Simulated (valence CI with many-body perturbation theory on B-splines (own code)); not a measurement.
**I XXXII: M1 decay**

Level of theory: relativistic CI+MBPT: four valence electrons over a frozen Dirac-Fock core [Ar], radial functions for each j: 9 s, 9 p, 10 d, 8 f, 5 g, 3 h, 1 i, with the one-electron correlation potential Σ1 (screened to all orders), the two-electron term Σ2, the three-electron term Σ3, Breit, model QED; selected single and double excitations, second order for the rest (own B-spline code, finite nucleus).

No measured spectrum was set against this ion. As an estimate, large intervals hold to a few tenths of a per cent, small ones and those within an open d or f shell to about a per cent. Core correlation moves these levels by up to 8100 cm⁻¹, and in measured spectra 5 to 20 % of such shifts remained as error; rates that hang on mixing are uncertain with them. Only levels of the ground parity were solved; by the run's estimate the other parity begins above the list, which can be wrong where configurations are misplaced.

Lines 51 to 100 of 120 in falling wavelength, among levels below 94.402 eV, chosen from the decays that carry over 1 % of a level's rate. Wavelengths and rates use the calculated energies. S is in atomic units (e²a₀⁴ for E2 and M2, e²a₀⁶ for E3), for M1 in squared Bohr magnetons. Weak lines are less certain than strong ones. Lines between different terms over intervals too small for the method are left out, as are lines whose strength nearly cancels. The highest levels of a list are the least certain.

Levels are named by their leading jj configuration (3d3/2^4 stands for four electrons in 3d with j = 3/2), which in mixed levels can hold well under half, so a name can repeat and another be missing. Letters in brackets count levels of one name in rising energy.

```csv
λ vac (nm),Upper,Lower,Type,A (s⁻¹),S (a.u.)
80.24,(3d5/2^4) J=4,(3d3/2 3d5/2^3) J=5,M1,4.98e+03,8.58e-01
79.00,(3d3/2 3d5/2^3) J=1 [b],(3d3/2 3d5/2^3) J=1 [a],M1,2.86e+03,1.57e-01
76.46,(3d3/2 3d5/2^3) J=6,(3d3/2^2 3d5/2^2) J=5,M1,1.38e+04,2.98e+00
74.60,(3d5/2^4) J=2,(3d3/2 3d5/2^3) J=1 [a],M1,8.54e+03,6.57e-01
73.88,(3d3/2 3d5/2^3) J=3 [b],(3d3/2^2 3d5/2^2) J=3 [b],M1,1.33e+04,1.39e+00
73.07,(3d3/2^2 3d5/2^2) J=1,(3d3/2^3 3d5/2) J=2,M1,3.43e+04,1.49e+00
72.13,(3d3/2^2 3d5/2^2) J=2 [e],(3d3/2^2 3d5/2^2) J=3 [b],M1,5.85e+03,4.07e-01
71.86,(3d3/2 3d5/2^3) J=3 [b],(3d3/2^2 3d5/2^2) J=2 [b],M1,7.38e+03,7.11e-01
70.66,(3d3/2^2 3d5/2^2) J=4 [b],(3d3/2^3 3d5/2) J=3,M1,1.92e+03,2.26e-01
70.20,(3d3/2^2 3d5/2^2) J=2 [e],(3d3/2^2 3d5/2^2) J=2 [b],M1,2.39e+03,1.53e-01
69.66,(3d3/2 3d5/2^3) J=1 [a],(3d3/2^2 3d5/2^2) J=2 [a],M1,2.20e+04,8.28e-01
69.22,(3d3/2^2 3d5/2^2) J=4 [b],(3d3/2^3 3d5/2) J=4,M1,1.49e+02,1.65e-02
68.74,(3d5/2^4) J=4,(3d3/2 3d5/2^3) J=3 [a],M1,1.73e+04,1.88e+00
68.48,(3d3/2 3d5/2^3) J=3 [b],(3d3/2^2 3d5/2^2) J=4 [b],M1,5.60e+03,4.67e-01
68.24,(3d3/2^2 3d5/2^2) J=4 [c],(3d3/2^2 3d5/2^2) J=5,M1,1.38e+03,1.46e-01
67.50,(3d3/2 3d5/2^3) J=3 [c],(3d3/2 3d5/2^3) J=3 [a],M1,4.73e+02,3.77e-02
67.38,(3d3/2^2 3d5/2^2) J=2 [b],(3d3/2^3 3d5/2) J=3,M1,3.47e+02,1.97e-02
65.70,(3d3/2^2 3d5/2^2) J=3 [b],(3d3/2^3 3d5/2) J=3,M1,9.08e+02,6.68e-02
65.33,(3d3/2 3d5/2^3) J=3 [c],(3d3/2^2 3d5/2^2) J=2 [c],M1,7.28e+03,5.27e-01
65.07,(3d3/2^2 3d5/2^2) J=2 [d],(3d3/2^2 3d5/2^2) J=1,M1,2.89e+03,1.48e-01
64.67,(3d3/2 3d5/2^3) J=0,(3d3/2^2 3d5/2^2) J=1,M1,4.81e+04,4.82e-01
64.46,(3d3/2^2 3d5/2^2) J=3 [b],(3d3/2^3 3d5/2) J=4,M1,1.57e+04,1.09e+00
64.20,(3d3/2^2 3d5/2^2) J=2 [a],(3d3/2^3 3d5/2) J=1,M1,2.48e+04,1.22e+00
63.38,(3d3/2 3d5/2^3) J=1 [b],(3d3/2^2 3d5/2^2) J=2 [c],M1,1.16e+04,3.30e-01
62.85,(3d3/2 3d5/2^3) J=5,(3d3/2^2 3d5/2^2) J=4 [a],M1,3.19e+03,3.23e-01
62.37,(3d5/2^4) J=2,(3d3/2 3d5/2^3) J=3 [a],M1,1.39e+04,6.27e-01
61.06,(3d3/2^2 3d5/2^2) J=4 [c],(3d3/2^2 3d5/2^2) J=3 [a],M1,7.90e+03,6.00e-01
60.52,(3d5/2^4) J=2,(3d3/2^2 3d5/2^2) J=2 [c],M1,1.10e+04,4.52e-01
58.47,(3d5/2^4) J=4,(3d3/2 3d5/2^3) J=4 [a],M1,4.90e+04,3.27e+00
58.28,(3d3/2^2 3d5/2^2) J=2 [b],(3d3/2^3 3d5/2) J=2,M1,1.14e+03,4.19e-02
57.56,(3d3/2 3d5/2^3) J=3 [c],(3d3/2 3d5/2^3) J=4 [a],M1,4.76e+03,2.36e-01
57.02,(3d3/2^2 3d5/2^2) J=3 [b],(3d3/2^3 3d5/2) J=2,M1,1.12e+03,5.38e-02
56.99,(3d3/2 3d5/2^3) J=1 [a],(3d3/2^2 3d5/2^2) J=0 [a],M1,3.13e+04,6.44e-01
56.44,(3d3/2^2 3d5/2^2) J=2 [e],(3d3/2^2 3d5/2^2) J=1,M1,1.04e+04,3.46e-01
56.19,(3d3/2^2 3d5/2^2) J=2 [d],(3d3/2^2 3d5/2^2) J=2 [a],M1,5.30e+02,1.74e-02
55.91,(3d3/2^2 3d5/2^2) J=2 [d],(3d3/2^2 3d5/2^2) J=3 [a],M1,3.40e+03,1.10e-01
55.23,(3d3/2 3d5/2^3) J=4 [a],(3d3/2^3 3d5/2) J=3,M1,8.06e+03,4.53e-01
54.38,(3d3/2^2 3d5/2^2) J=4 [c],(3d3/2^2 3d5/2^2) J=4 [a],M1,9.11e+03,4.89e-01
54.34,(3d3/2 3d5/2^3) J=4 [a],(3d3/2^3 3d5/2) J=4,M1,7.65e+02,4.09e-02
50.45,(3d3/2 3d5/2^3) J=3 [b],(3d3/2^2 3d5/2^2) J=2 [a],M1,7.16e+02,2.39e-02
50.23,(3d3/2 3d5/2^3) J=3 [b],(3d3/2^2 3d5/2^2) J=3 [a],M1,5.37e+03,1.77e-01
50.02,(3d5/2^4) J=4,(3d3/2^2 3d5/2^2) J=3 [b],M1,2.85e+03,1.19e-01
49.57,(3d3/2^2 3d5/2^2) J=2 [c],(3d3/2^3 3d5/2) J=3,M1,4.29e+04,9.68e-01
49.42,(3d3/2^2 3d5/2^2) J=2 [e],(3d3/2^2 3d5/2^2) J=3 [a],M1,1.61e+04,3.59e-01
48.39,(3d3/2 3d5/2^3) J=3 [a],(3d3/2^3 3d5/2) J=3,M1,4.77e+03,1.40e-01
47.49,(3d5/2^4) J=4,(3d3/2^2 3d5/2^2) J=4 [b],M1,1.49e+03,5.32e-02
47.37,(3d3/2 3d5/2^3) J=1 [b],(3d3/2^2 3d5/2^2) J=2 [b],M1,1.21e+03,1.43e-02
46.89,(3d3/2 3d5/2^3) J=3 [c],(3d3/2^2 3d5/2^2) J=4 [b],M1,1.14e+03,3.05e-02
46.55,(3d3/2^2 3d5/2^2) J=2 [b],(3d3/2^3 3d5/2) J=1,M1,3.35e+03,6.26e-02
45.62,(3d3/2 3d5/2^3) J=3 [b],(3d3/2^2 3d5/2^2) J=4 [a],M1,7.01e+03,1.73e-01
```
